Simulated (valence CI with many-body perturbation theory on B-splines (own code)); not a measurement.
## W II: E2, M1 decay

Calculated by valence CI with perturbative core correlation (CI+MBPT): five valence electrons over a frozen Dirac-Fock core [Xe] 4f14, a basis of 7 s, 7 p, 8 d, 6 f, 4 g, 1 h functions for each j, with the one-electron correlation potential Σ1 (screened to all orders), the two-electron term Σ2, the three-electron term Σ3, Breit, model QED; selected single and double excitations, second order for the rest, scaled by the run's own slope (own B-spline code, finite nucleus).

Set against measurement, 7 paired levels are off by 252 cm⁻¹ on average, the worst by 945. These come from a selection out of the NIST Handbook of Basic Atomic Spectroscopic Data. Levels without a partner in it may be off by more, other configurations by 1,000 to 4,000 cm⁻¹. Among the levels kept, up to 1600 cm⁻¹ of a level comes from second order outside the variational space, and about a tenth of that is noise between levels of different J, which matters for small intervals. Only levels of the ground parity were solved; by the run's estimate the other parity begins above the list, which can be wrong where configurations are misplaced. 1 measured level below the end of the list, from 8711 cm⁻¹ on, found no clear computed partner, and computed levels of the same name lie up to 12272 cm⁻¹ from them.

Lines 51 to 95 of 95 in falling wavelength, among levels below 26558 cm⁻¹, chosen from the decays that carry over 1 % of a level's rate. Wavelengths and rates use the calculated energies, so an error of 300 cm⁻¹ moves a line at 1109 nm by 3.3 % and its rate by three times that or more. Electric multipoles are in the length gauge, E1 and E2 with the static RPA response of the core. S is in atomic units (e²a₀⁴ for E2 and M2, e²a₀⁶ for E3), for M1 in squared Bohr magnetons. Weak lines are less certain than strong ones. Lines between different terms over intervals too small for the method are left out, as are lines whose strength nearly cancels and 4 of this kind that miss the measured wavelength by over 7 %. Where a level lies close to another of its J and parity, the split of strength between their lines is uncertain.

Names give the largest LS component (configuration and term), which can be under half, so a name can repeat, a term be missing and a line seem to break the LS rules; names also repeat where a configuration has a term twice. Letters in brackets count levels of one name in rising energy.

```
λ vac (nm)  λ from measured levels               Upper           Lower  Type   A (s⁻¹)  S (a.u.)
      1110                               5d4 6s 4P_1/2   5d4 6s 6D_1/2    M1  1.32e+00  1.34e-01
      1109                              5d3 6s2 4F_3/2   5d4 6s 6D_1/2    M1  3.21e-03  6.51e-04
      1109                              5d3 6s2 4F_3/2   5d4 6s 6D_1/2    E2  2.77e-03  1.66e+00
      1109                    1150      5d3 6s2 4F_7/2   5d4 6s 6D_7/2    M1  1.01e+00  4.10e-01
      1108                               5d4 6s 4F_9/2   5d4 6s 6D_9/2    M1  2.10e+00  1.06e+00
      1075                           5d4 6s 4P_3/2 [a]   5d4 6s 6D_3/2    M1  1.72e-01  3.17e-02
      1072                           5d4 6s 4H_7/2 [a]   5d4 6s 6D_9/2    M1  6.07e-03  2.22e-03
      1033                               5d4 6s 4G_5/2      5d5 6S_5/2    M1  5.82e-02  1.43e-02
     994.8                    1022      5d3 6s2 4F_5/2   5d4 6s 6D_3/2    M1  2.74e-01  6.00e-02
     994.8                           5d4 6s 4D_7/2 [a]      5d5 6S_5/2    M1  6.96e-02  2.03e-02
     966.6                               5d4 6s 4P_5/2   5d4 6s 6D_5/2    M1  1.24e-01  2.50e-02
     963.7                              5d3 6s2 2D_3/2  5d3 6s2 4F_3/2    M1  7.82e-01  1.04e-01
     959.6                           5d4 6s 4D_5/2 [a]   5d4 6s 6D_7/2    M1  5.03e-02  9.88e-03
     953.9                               5d4 6s 4F_9/2   5d4 6s 6D_7/2    M1  4.54e-01  1.46e-01
     947.0                   976.6      5d3 6s2 4F_7/2   5d4 6s 6D_5/2    M1  4.52e-01  1.14e-01
     937.0                           5d4 6s 4H_9/2 [a]   5d4 6s 6D_9/2    M1  1.10e-01  3.35e-02
     931.3                           5d4 6s 4P_3/2 [a]   5d4 6s 6D_1/2    M1  6.05e-02  7.24e-03
     871.6                           5d4 6s 4D_3/2 [a]   5d4 6s 6D_5/2    M1  1.50e-01  1.47e-02
     871.2                          5d4 6s 4H_11/2 [a]   5d4 6s 6D_9/2    M1  1.23e-01  3.61e-02
     870.1                           5d4 6s 4H_7/2 [b]      5d5 6S_5/2    M1  2.60e-02  5.07e-03
     864.1                               5d4 6s 4G_5/2   5d4 6s 6D_7/2    M1  5.90e-02  8.46e-03
     860.9                           5d4 6s 4D_1/2 [a]   5d4 6s 6D_3/2    M1  8.21e-01  3.88e-02
     838.7                           5d4 6s 4H_7/2 [b]   5d4 6s 6D_9/2    M1  2.65e-02  4.64e-03
     837.4                           5d4 6s 4D_7/2 [a]   5d4 6s 6D_7/2    M1  1.29e-01  2.25e-02
     836.0                           5d4 6s 4D_5/2 [a]   5d4 6s 6D_5/2    M1  6.86e-02  8.92e-03
     824.3                           5d4 6s 4H_9/2 [a]   5d4 6s 6D_7/2    M1  9.51e-02  1.98e-02
     824.3                           5d4 6s 4H_9/2 [a]   5d4 6s 6D_7/2    E2  3.99e-03  1.36e+00
     774.2                              5d3 6s2 2D_3/2      5d5 6S_5/2    M1  1.22e-01  8.38e-03
     767.2                              5d5 4G_9/2 [a]   5d4 6s 6D_9/2    M1  6.13e-02  1.03e-02
     766.0                           5d4 6s 4D_1/2 [a]   5d4 6s 6D_1/2    M1  3.08e-01  1.03e-02
     762.6                               5d4 6s 4G_5/2   5d4 6s 6D_5/2    M1  9.40e-02  9.28e-03
     747.3                           5d4 6s 4H_7/2 [b]   5d4 6s 6D_7/2    M1  4.21e-02  5.21e-03
     737.0                           5d4 6s 4D_5/2 [a]   5d4 6s 6D_3/2    M1  3.81e-02  3.39e-03
     690.0                              5d5 4G_9/2 [a]   5d4 6s 6D_7/2    M1  5.24e-02  6.38e-03
     690.0                              5d5 4G_9/2 [a]   5d4 6s 6D_7/2    E2  8.25e-03  1.15e+00
     688.8                           5d4 6s 4D_3/2 [a]   5d4 6s 6D_1/2    M1  1.69e-02  8.19e-04
     679.3                               5d4 6s 4G_5/2   5d4 6s 6D_3/2    M1  5.14e-02  3.58e-03
     670.1                           5d4 6s 4H_7/2 [b]   5d4 6s 6D_5/2    M1  7.94e-02  7.08e-03
     662.7                           5d4 6s 4D_7/2 [a]   5d4 6s 6D_3/2    E2  8.47e-03  7.73e-01
     623.7                              5d5 4G_9/2 [a]   5d4 6s 6D_5/2    E2  5.21e-03  4.39e-01
     618.9                               5d4 6s 4G_5/2   5d4 6s 6D_1/2    E2  5.31e-03  2.58e-01
     611.8                              5d3 6s2 2D_3/2   5d4 6s 6D_5/2    M1  8.74e-01  2.97e-02
     557.0                              5d3 6s2 2D_3/2   5d4 6s 6D_3/2    M1  6.53e-01  1.67e-02
     551.1                               5d4 6s 2F_5/2   5d4 6s 6D_3/2    M1  3.56e-01  1.33e-02
     515.7                              5d3 6s2 2D_3/2   5d4 6s 6D_1/2    M1  2.05e-01  4.18e-03
```
